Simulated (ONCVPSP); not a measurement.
Potentials for Fe compared

Generated with ld1.x 7.5 (TM, RRKJ, ultrasoft, PAW), atompaw 4.2 or ONCVPSP 4.0.1. The cutoff is in Ry: for ld1.x and atompaw files where the sum of valence levels is converged to 10 mRy in a Bessel basis, for ONCV files where the hardest occupied wave has 1 mHa per electron of residual kinetic energy. The error is the largest all-electron minus pseudo excitation energy over each file’s own four to seven test configurations (ionisations up to +4, promotions, holes and added fractions of an electron), all of which were solved. The labels leave out finer settings (local radius, basis sizes, second energies), which also bear on the numbers. Spin-polarised tests are not counted. The rows are a selection from randomly drawn settings: files with unsolved tests, undetermined cutoffs or missed reference levels are left out.

A true bound ghost makes a file unfit for plane-wave use even where its test errors are small: the radial tests pick states by their node count and pass the ghost by.

```csv
potential,cutoff (Ry),largest error (meV),bound ghosts
"ONCV, Wu-Cohen, fully relativistic, rc 1.50/1.30/1.55 (spd), local smoothed, core correction yes, reference 3s2 3p6 3d6 4s2, qcut 7.7/9.5/8.4, projectors 2/2/2",64,+50,none
"ONCV, PBEsol, scalar-relativistic, rc 1.25/1.40/1.05 (spd), local smoothed, core correction yes, reference 3s2 3p6 3d6 4s1.5, qcut 7.8/11.5/11.7, projectors 2/3/3",133,-0.6,none
"ONCV, PBE, scalar-relativistic, rc 1.10/1.05/1.60 (spd), local smoothed, core correction yes, reference 3s2 3p6 3d6, qcut 11.8/16.8/9.4, projectors 2/2/2",165,+128,none
"ONCV, PBEsol, scalar-relativistic, rc 1.45/0.80/1.30 (spd), local smoothed, core correction yes, reference 3s2 3p6 3d6 4s2, qcut 8.7/11.2/13.1, projectors 2/3/2",123,-0.5,p
"ONCV, LDA (Perdew-Zunger), scalar-relativistic, rc 1.55/0.90/0.90/1.30 (spdf), local d, core correction yes, reference 3s2 3p6 3d6 4s1, qcut 10.2/9.6/11.9/7.5, projectors 2/3/0/1",363,-9.1,none
"ONCV, PBE, scalar-relativistic, rc 1.40/1.00/1.90 (spd), local smoothed, core correction yes, reference 3s2 3p6 3d6 4s2, qcut 7/16.1/7.5, projectors 2/2/2",126,+71,none
```

Problem. Fill in the row for Fe: ONCV, LDA (Perdew-Wang 92), scalar-relativistic, rc 1.45/1.15/1.50/1.40 (spdf), local smoothed, core correction yes, reference 3s2 3p6 3d6 4s2, qcut 13.3/12.9/11.8/10.7, projectors 2/3/3/2.

Solution. cutoff 96 Ry, largest error +28 meV, bound ghosts: none.
